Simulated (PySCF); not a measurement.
A small calculation by hand: chemical shift, span and skew from a shielding tensor

Ga(Me)(OH)(NH2) (CH6GaNO), SMILES [CH3][Ga]([NH2])[OH]. Atoms are numbered in the order given.

```xyz
10

Ga     0.0007    -0.0026     0.0000
C     -0.3355     1.9374     0.0000
H      0.1112     2.4064     0.8905
H      0.1112     2.4064    -0.8905
H     -1.4157     2.1462     0.0000
O      1.6415    -0.7483     0.0000
H      2.3714    -0.1181     0.0000
N     -1.2820    -1.2867     0.0000
H     -1.0641    -2.2770     0.0000
H     -2.2801    -1.1138     0.0000
```

Geometry: B3LYP-D3(BJ)/def2-SVP. Other conformers were not sampled.

GIAO shieldings from B3LYP/pcSseg-1 in PySCF, non-relativistic, no solvent. The symmetric part of the tensor of C2 has the principal values 186.2, 188.6, 193.9 ppm. The same nucleus in TMS has σ = 181.3 ppm at this level (PySCF, at its B3LYP-D3(BJ)/def2-TZVP geometry).

Task: Work out the isotropic shielding, the ¹³C shift against TMS, the span and the skew.

Result: 
σ(iso) = (σ11 + σ22 + σ33)/3 = 189.6 ppm. δ = σ(ref) − σ(iso) = 181.3 − (189.6) = -8.3 ppm.
Span Ω = σ33 − σ11 = 7.7 ppm. Skew κ = 3(σ(iso) − σ22)/Ω = 0.38. Tumbling in solution averages the tensor to δ; in a static solid the shielding alone would spread this spin-1/2 line over Ω.
